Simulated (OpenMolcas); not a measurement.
# Pd2+: the spin-orbit constant, worked from levels

- Program: OpenMolcas
- Basis: ANO-RCC-VTZP [7s6p4d2f1g]
- Scalar Hamiltonian: DKH2, point nucleus
- Active space: 8 electrons in 10 orbitals (4d 5d)
- State averaging: 2S+1 = 3 even, 10 roots; 2S+1 = 1 even, 15 roots
- Spin-orbit coupling: RASSI with atomic mean-field integrals over the reference wave functions, term energies averaged over their components

Methods: CASSCF; SS-CASPT2, IPEA 0.25 Eh, imaginary shift 0.1 Eh (closed shells correlated: 4s 4p). Measured levels: Moore, Atomic Energy Levels, vol. III, NSRDS-NBS 35 (1971 reprint of NBS Circular 467, 1958).

**The spin-orbit constant.** For the Hund term 3F of d8, E(J) = (A/2) J(J+1) + constant and ζ = -2S·A = -2A. From J = 2 to J = 4 the energy changes by 7 A.

| Source | E(4) - E(2) | A | ζ |
| --- | --- | --- | --- |
| CASSCF | -4781.5 | -683.1 | 1366 |
| SS-CASPT2 | -4561.7 | -651.7 | 1303 |
| measured | -4687.3 | -669.6 | 1339 |

All in cm-1. SS-CASPT2 is off by -2.7 % and CASSCF by +2.0 %. Both methods take the spin-orbit matrix elements from the reference wave functions, so the second can move ζ only through the term energies and any multistate remixing. Second-order mixing with other terms is absorbed into this ζ.

CASPT2 breaks the degeneracy within a term, and the mean is taken; among the terms shown or strongly mixed into the levels shown the widest spread is 330 cm-1 (4d8 3F, SS-CASPT2). Active for correlation alone: 5d; no level in the range computed is led by a configuration that fills it, so any true level of that kind is missing. Without dynamic correlation excited terms often stand tens of per cent too high (terms of higher spin than the ground term too low), and those without a measured partner can miss by more than the paired ones (holds for CASSCF). Measured partners are found by configuration, term and J. A level has none where our copy of the source lacks it or the pairing is in doubt (some pairs that miss far off the trend of their configuration count as doubtful), and it then counts in no deviation. Levels of configurations outside the active space are missing.
